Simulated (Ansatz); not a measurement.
OTe (SMILES O=[Te]), triplet, geometry from GFN2-xTB (all electrons, no relativity); HF/3-21G in Ansatz (a first-principles code).

Ansatz was given this input:
Ansatz 0.2 input:
```yaml
crystal:
  periodic: [false, false, false]
  atoms:
    - {symbol: O, position_ang: [-0.00000000, -0.00000000, -1.56412833]}
    - {symbol: Te, position_ang: [0.00000000, 0.00000000, 0.24063513]}
basis:
  gaussian:
    orbitals: 3-21G.json
hamiltonian:
  xc: hf
magnetization: {spin_polarized: true, initial_magnetization: 2}
```
The basis file holds 3-21G in the JSON format of the Basis Set Exchange.

Write the output that Ansatz gives for this input, abridged.


```
Functional definition: HF
500 factors; integrals over basis functions are off by at most 7.2e-5 eV
mean field evaluation 1: about -181159.2439 eV, gradient 2.3e1 eV
mean field evaluation 2: about -181159.2528 eV, gradient 2.3e1 eV
mean field evaluation 4: about -181161.6577 eV, gradient 2.0e0 eV
mean field evaluation 8: about -181161.7910 eV, gradient 8.2e-2 eV
mean field evaluation 16: about -181162.0662 eV, gradient 8.1e-2 eV
mean field evaluation 32: about -181157.0642 eV, gradient 2.3e0 eV
mean field evaluation 64: about -181153.9222 eV, gradient 2.3e1 eV
mean field -181162.06618218 eV, -6657.5831361364 hartree, gradient 1.5e-5 eV, S^2 2.012933; 5 other end points of the search recorded, 0 dependent functions left out
reference -181162.06618218 eV, -6657.5831361364 hartree; 31, 29 occupied and 11, 13 virtual orbitals, 500 factors
Total energy: -181162.06618218 eV, -6657.5831361364 hartree
```
